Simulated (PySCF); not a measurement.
**SMILES C1=C[C@H]2C(SC)=C[C@@H]1C=C2, C$_{9}$H$_{10}$S**

Geometry (Å), atoms numbered from 1 in this order:
```xyz
20

C     3.2829    0.7774    0.8040
S     2.0669   -0.3991    1.4114
C     0.6987   -0.0349    0.4015
C     0.5437    0.8692   -0.5737
C    -0.8588    0.8219   -1.1925
C    -1.0584   -0.6172   -1.6738
C    -0.8959   -1.5152   -0.7045
C    -0.5624   -0.8795    0.6455
C    -1.6768    0.1249    0.9398
C    -1.8376    1.0196   -0.0327
H     3.4966    0.6052   -0.2613
H     4.2001    0.6181    1.3867
H     2.9358    1.8111    0.9503
H     1.2919    1.5780   -0.9251
H    -0.9878    1.5615   -1.9914
H    -1.3002   -0.8430   -2.7136
H    -0.9805   -2.5971   -0.8151
H    -0.4205   -1.6153    1.4468
H    -2.2533    0.0757    1.8644
H    -2.5715    1.8271   -0.0366
```

Theory: PySCF 2.14.0, quadratic response CAM-B3LYP/aug-cc-pVDZ first hyperpolarisability, Taylor convention, gas phase. Geometry: PBE0-D3(BJ)/def2-SVP.

Task: Give the tensor of the second harmonic β(−2ω;ω,ω) at 1064 nm in the axes of these coordinates.

Result: In au, Taylor convention; rows are the first index (the induced dipole):
|  | xx | yy | zz | xy | xz | yz |
| --- | --- | --- | --- | --- | --- | --- |
| x | +172.7 | -16.4 | +47.0 | +9.2 | +88.2 | -6.3 |
| y | +6.0 | +43.0 | -7.4 | -19.3 | -6.6 | -4.4 |
| z | +92.2 | -2.9 | -35.3 | -5.2 | +45.6 | -7.1 |

Norm of βᵢ = ⅓ Σⱼ (βᵢⱼⱼ + βⱼᵢⱼ + βⱼⱼᵢ): 211.3 au, hyper-Rayleigh value 98.2 au.
